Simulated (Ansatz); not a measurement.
This geometry of a periodic cell of 17 atoms, Al16Si (surface Al(111), adsorbate Si) is a first-order saddle point. Atoms 1 to 4 are held.

The calculation used Ansatz, DFT LDA, scalar-relativistic, plane waves, PAW. Settings: cutoff 420 eV, k mesh 4x4x1, gaussian smearing 0.05 eV, no spin polarisation.

```xyz
17
Lattice="5.7276 0.0000 0.0000 2.8638 4.9602 0.0000 0.0000 0.0000 19.0148" Properties=species:S:1:pos:R:3
Al 0.000 0.000 1.000
Al 2.864 0.000 1.000
Al 1.432 2.480 1.000
Al 4.296 2.480 1.000
Al 1.427 0.848 3.250
Al 4.302 0.848 3.250
Al 2.865 3.304 3.270
Al 5.728 3.298 3.255
Al 0.001 1.694 5.469
Al 2.865 1.660 5.426
Al 1.407 4.170 5.496
Al 4.323 4.170 5.496
Al 0.001 0.122 7.775
Al 2.865 -0.129 7.824
Al 1.600 2.455 7.661
Al 4.129 2.453 7.662
Si 5.728 2.729 9.410
```

Problem. Which two structures does it join? (They come from a converged band through this point; their orientation in space is the band's.)

Solution. Contacts lost: Al13–Si17. Contacts made: Al14–Si17. The atom that moves furthest is Si17, by 1.68 Å; four of its nearest neighbours are Al13 2.42, Al16 2.43, Al15 2.43, Al14 3.68 Å at the first end and Al14 2.44, Al16 2.44, Al15 2.44, Al13 3.74 Å at the last.

Initial state:

```xyz
17
Lattice="5.7276 0.0000 0.0000 2.8638 4.9602 0.0000 0.0000 0.0000 19.0148" Properties=species:S:1:pos:R:3
Al 0.000 0.000 1.000
Al 2.864 0.000 1.000
Al 1.432 2.480 1.000
Al 4.296 2.480 1.000
Al 1.412 0.836 3.262
Al 4.315 0.836 3.262
Al 2.864 3.306 3.287
Al 5.727 3.283 3.260
Al 0.000 1.651 5.507
Al 2.864 1.630 5.477
Al 1.414 4.139 5.473
Al 4.313 4.139 5.473
Al 0.000 -0.129 7.727
Al 2.864 0.002 7.742
Al 1.532 2.538 7.739
Al 4.195 2.538 7.738
Si 5.726 1.631 9.393
```

Final state:

```xyz
17
Lattice="5.7276 0.0000 0.0000 2.8638 4.9602 0.0000 0.0000 0.0000 19.0148" Properties=species:S:1:pos:R:3
Al 0.000 0.000 1.000
Al 2.864 0.000 1.000
Al 1.432 2.480 1.000
Al 4.296 2.480 1.000
Al 1.445 0.835 3.262
Al 4.282 0.835 3.262
Al 2.864 3.291 3.262
Al 5.728 3.307 3.243
Al 0.000 1.683 5.457
Al 2.864 1.653 5.439
Al 1.406 4.119 5.457
Al 4.321 4.119 5.457
Al 0.000 0.000 7.671
Al 2.864 0.084 7.706
Al 1.505 2.438 7.706
Al 4.223 2.438 7.706
Si 5.728 3.307 9.419
```

Problem. How far does it lie above each of them?

Solution. 0.176 eV above the first and 0.052 eV above the second. This is the barrier of this one path; another mechanism may lie lower. Limits of this set-up: coarse k mesh, thin slab, slab without dipole correction.

Run time: 5.4 min on 2 threads of Intel(R) Xeon(R) 6975P-C (Granite Rapids) (shared host), peak memory 1.5 GiB.
